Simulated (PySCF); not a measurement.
## [Tl(OH)4]− relaxed at several levels

Computed with PySCF 2.14.0, def2-SVP on the ligands, density fitting, scalar-relativistic core potentials, no spin-orbit coupling, vacuum. Each row is relaxed at its own level from the same template. Distances are means of the shortest metal–ligand contacts, charges and spins Mulliken's; removal energies are rigid, with the ligand's formal charge and no counterpoise, so too large; for an anion taken off a cation in vacuum most of it is the attraction of opposite charges, and multiply charged cations can part far more cheaply with an electron moved from ligand to metal.

```json
{"level": "PBE0", "basis on the metal": "def2-SVP with ECP60", "point group": "S4", "M–OH (Å)": "2.152", "charge on M (e)": "0.57", "HOMO–LUMO gap (eV)": "5.66", "removal of one OH (eV)": "5.47", "strongest infrared band, degenerate modes summed (cm⁻¹)": "843", "unstable modes (below −25 cm⁻¹)": "0"}
```

**Question.** What does the calculation give for B3LYP, def2-SVP with ECP60?

**Answer.** point group: S4, M–OH (Å): 2.172, charge on M (e): 0.49, HOMO–LUMO gap (eV): 5.05, removal of one OH (eV): 5.40, strongest infrared band, degenerate modes summed (cm⁻¹): 840, unstable modes (below −25 cm⁻¹): 0.
```xyz
9

Tl    0.0000    0.0000    0.0001
O     1.0179    1.5220    1.1680
H     1.8269    1.0637    1.4407
O    -1.0179   -1.5220    1.1680
H    -1.8269   -1.0637    1.4407
O     1.5220   -1.0180   -1.1678
H     1.0634   -1.8268   -1.4409
O    -1.5220    1.0180   -1.1678
H    -1.0634    1.8268   -1.4409
```

One start shape was tried for each, so a minimum needn't be the lowest isomer.
